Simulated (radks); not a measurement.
Values are calculated unless marked as measured or tabulated.
P3+, configuration [Ne] 3s2 (the NIST ground configuration). Code: a radial shooting solver on a logarithmic mesh with Libxc functionals. Model: scalar-relativistic Kohn-Sham, MS2 meta-GGA, spin-polarised, spherical densities, finite nucleus; meta-GGA in the generalised Kohn-Sham scheme; Fermi nuclear charge, rms radius 3.1889 fm. Some entries of the table are withheld. Estimate them.

| orbital | occ. | eigenvalue (eV) | r(max) (bohr) |
|---|---|---|---|
| 1s | 2 | (1) | 0.06764 |
| 2s | 2 | -216.6036 | 0.4171 |
| 2p | 6 | (2) | (3) |
| 3s | 2 | (4) | 1.477 |
| 3p | 0 | -35.1949 | 1.603 |

Answer. 
(1) 1s eigenvalue (eV): -2132.256
(2) 2p eigenvalue (eV): -164.2819
(3) 2p r(max) (bohr): 0.3552
(4) 3s eigenvalue (eV): -45.8909
